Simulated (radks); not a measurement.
Task: All-electron atom: the lanthanum ion La+ in [Xe] 5d2 (the NIST ground configuration). Calculated with a radial shooting solver on a logarithmic mesh with Libxc functionals: Dirac Kohn-Sham, Slater X-alpha with alpha = 0.645, spin-unpolarised, spherical densities, finite nucleus; open shells fill j = l - 1/2 first; Fermi nuclear charge, rms radius 4.855 fm.

Spin-orbit splittings of the eigenvalues, e(l+1/2) - e(l-1/2), with zeta = 2 splitting/(2l+1) and mean radii in bohr:

shell  occ.  splitting (eV)  zeta (eV)  <r> j=l-1/2  <r> j=l+1/2
2p        6               ?          ?      0.08997      0.09607
3p        6           80.22      53.48       0.2751       0.2872
3d       10           17.17      6.867       0.2581       0.2619
4p        6           17.18      11.45       0.6757       0.7032
4d       10           2.973      1.189       0.7643       0.7741
5p        6           2.497      1.665        1.766        1.852
5d        2          0.1770    0.07082        2.992        3.052

Estimate the 2p splitting.

Result: 412.1 eV (zeta = 274.8 eV).
